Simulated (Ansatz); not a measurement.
In₁₃P₁₃H₃₂, a nanocrystal cut from wurtzite InP (hydrogen-capped). The state is a singlet with charge 0. Geometry PBE-D4/def2-SVP.

```xyz
58

In    4.138    1.728    3.629
P     2.828   -0.560    3.193
In   -1.475    0.524    4.488
P    -2.850   -1.717    3.993
In    0.346    3.302    2.289
P     2.833    2.982    1.707
P    -0.788    1.016    2.022
In    1.006   -0.636    1.340
In   -2.539   -3.136    1.835
P    -0.013   -3.027    1.282
In    3.411    2.055   -0.624
P     2.229   -0.211   -0.838
In    4.278   -1.817   -0.978
In    0.370   -4.318   -0.930
P     2.898   -4.052   -1.482
P    -0.659    4.626    0.238
In   -2.594    1.031    0.179
P    -3.386   -1.477    0.050
In   -0.603    3.748   -2.235
P     2.012    3.540   -2.301
P    -1.456    1.358   -2.109
In    0.482   -0.217   -2.739
In   -3.206   -2.706   -2.214
P    -0.648   -2.588   -2.551
In   -3.210    1.541   -4.036
P    -4.129   -0.974   -3.916
H     3.561    2.314    5.157
H     5.757    1.429    3.081
H     2.242   -1.078    4.391
H     3.738   -1.625    2.905
H    -0.063   -0.066    5.326
H    -2.646    1.679    5.044
H    -2.848   -2.617    5.108
H    -4.255   -1.441    3.995
H     0.036    4.191    3.754
H     3.387    4.306    1.719
H    -3.237   -4.727    1.881
H     0.651   -3.784    2.302
H     5.096    2.131   -1.057
H     4.859   -2.087    0.645
H     5.212   -1.502   -2.408
H    -0.235   -5.946   -0.970
H     3.570   -5.228   -1.014
H     2.956   -4.361   -2.879
H    -0.222    5.991    0.261
H    -2.036    4.872    0.546
H    -3.941    2.099    0.481
H    -4.798   -1.446    0.301
H    -1.211    4.914   -3.373
H     2.585    4.849   -2.405
H     2.344    3.091   -3.620
H     1.141    0.039   -4.335
H    -3.920   -4.290   -2.291
H    -0.450   -3.212   -3.828
H    -4.552    2.506   -3.492
H    -2.375    1.610   -5.561
H    -5.552   -1.008   -3.763
H    -4.072   -1.618   -5.193
```

In the def2 sets In takes a core potential; there is no spin–orbit coupling. Single mean-field runs in def2-SVP, def2-TZVP are fitted with def2-universal-jkfit.

Question: Estimate the orbital energies around the gap (eV) in Ansatz with PBE-D4/def2-SVP, BLYP-D4/def2-TZVP, r2SCAN-D4/def2-TZVP, PBE0-D4/def2-SVP, PBE0-D4/def2-TZVP.

Answer: 
| orbital | PBE-D4/def2-SVP | BLYP-D4/def2-TZVP | r2SCAN-D4/def2-TZVP | PBE0-D4/def2-SVP | PBE0-D4/def2-TZVP |
| --- | --- | --- | --- | --- | --- |
| HOMO−5 | -6.08 | -5.97 | -6.36 | -7.06 | -7.08 |
| HOMO−4 | -6.01 | -5.88 | -6.28 | -6.97 | -6.98 |
| HOMO−3 | -5.98 | -5.86 | -6.26 | -6.94 | -6.97 |
| HOMO−2 | -5.92 | -5.83 | -6.20 | -6.88 | -6.91 |
| HOMO−1 | -5.65 | -5.58 | -5.93 | -6.59 | -6.64 |
| HOMO | -5.63 | -5.55 | -5.91 | -6.56 | -6.60 |
| LUMO | -2.24 | -2.28 | -2.20 | -1.54 | -1.67 |
| LUMO+1 | -2.17 | -2.20 | -2.15 | -1.49 | -1.63 |
| LUMO+2 | -2.09 | -2.12 | -2.06 | -1.41 | -1.55 |
| LUMO+3 | -2.00 | -2.09 | -1.94 | -1.21 | -1.39 |
| LUMO+4 | -1.90 | -1.96 | -1.92 | -1.21 | -1.36 |
| LUMO+5 | -1.87 | -1.95 | -1.89 | -1.16 | -1.35 |
